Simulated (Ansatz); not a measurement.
Q: Predict a relaxed structure of B(IMe)F3 (C₅H₈BF₃N₂), charge 0, singlet, at PBE-D4/def2-SVP (Ansatz).

A: 
```xyz
19

B     0.081   -1.975   -0.205
C     0.066   -0.312   -0.059
N     0.475    0.669   -0.904
C     1.125    0.452   -2.194
C     0.190    1.918   -0.372
C    -0.416    1.699    0.840
N    -0.478    0.327    1.009
C    -1.084   -0.368    2.142
H     0.506    0.887   -3.003
H     2.123    0.932   -2.197
H     1.226   -0.638   -2.340
H     0.447    2.847   -0.889
H    -0.796    2.401    1.588
H    -0.463   -1.251    2.376
H    -1.128    0.317    3.007
H    -2.100   -0.715    1.874
F     0.737   -2.475    0.936
F     0.752   -2.348   -1.381
F    -1.265   -2.367   -0.226
```
 This is one stationary point.
